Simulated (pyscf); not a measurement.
**H₂B–F, singlet**

Gas-phase minimum from PySCF at ωB97X-D3(BJ)/def2-SVP, one conformer. 

```
B
F 1 1.3225
H 1 1.2094 2 117.69
H 1 1.2094 3 124.61 2 179.99
```

Properties at ωB97X-D3(BJ)/def2-SVP:

```
Quantity                                                                                                                                                 Value
---------------------------------------------------------------------------------------------------------------------  ---------------------------------------
Harmonic wavenumbers, unscaled                                                                                         1037, 1103, 1183, 1373, 2593, 2706 cm⁻¹
Zero-point energy                                                                                                                                14.3 kcal/mol
Rotational symmetry number                                                                                                                                   2
Entropy of this conformer at 298 K and 1 atm, rigid rotor and harmonic oscillator, modes under 100 cm⁻¹ raised to 100                          222.5 J/(mol K)
Dipole moment                                                                                                                                           0.62 D
```

Single-point totals, which compare only within one level (frozen core for MP2 and CC):

```json
[
 {"level": "ωB97X-D3(BJ)/def2-TZVP", "total energy (hartree)": "-126.00646"},
 {"level": "PBE/def2-TZVP", "total energy (hartree)": "-125.83155"},
 {"level": "r²SCAN/def2-TZVP", "total energy (hartree)": "-125.91425"},
 {"level": "B3LYP-D3(BJ)/def2-TZVP", "total energy (hartree)": "-125.98944"},
 {"level": "PBE0-D3(BJ)/def2-TZVP", "total energy (hartree)": "-125.84124"},
 {"level": "M06-2X/def2-TZVP", "total energy (hartree)": "-125.93168"},
 {"level": "ωB97M-D3(BJ)/def2-TZVP", "total energy (hartree)": "-126.00228"},
 {"level": "HF/def2-TZVPP", "total energy (hartree)": "-125.37926"},
 {"level": "MP2/def2-TZVPP", "total energy (hartree)": "-125.73457"},
 {"level": "CCSD/def2-TZVPP", "total energy (hartree)": "-125.74923"},
 {"level": "CCSD(T)/def2-TZVPP", "total energy (hartree)": "-125.75924"}
]
```

The CCSD(T) − MP2 part came from Ansatz, without density fitting, on the same reference.
